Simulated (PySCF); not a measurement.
**Correlation energy of I⁺ (iodine, charge +1)**

[Kr] 4d10 5s2 5p4, high-spin 3P determinant. Calculation: PySCF 2.14, in aug-cc-pwCVTZ-DK3 (10s9p7d4f1g, 109 functions); scalar relativity by spin-free X2C-1e. Frozen: [Kr] 4d10; 6 electrons correlated.

```json
{"level": "CCSD", "correlation energy (mhartree)": "-109.67"}
{"level": "(T)", "correlation energy (mhartree)": "-3.23"}
{"level": "CCSD(T)", "correlation energy (mhartree)": "-112.90"}
```

Diagnostics: T1 = 0.0078, D1 = 0.0232, largest double amplitude 0.033.

Task: Is a single reference adequate?

Result: Yes, within this model without spin-orbit coupling: T1 lies below 0.03 and no double amplitude reaches 0.07.
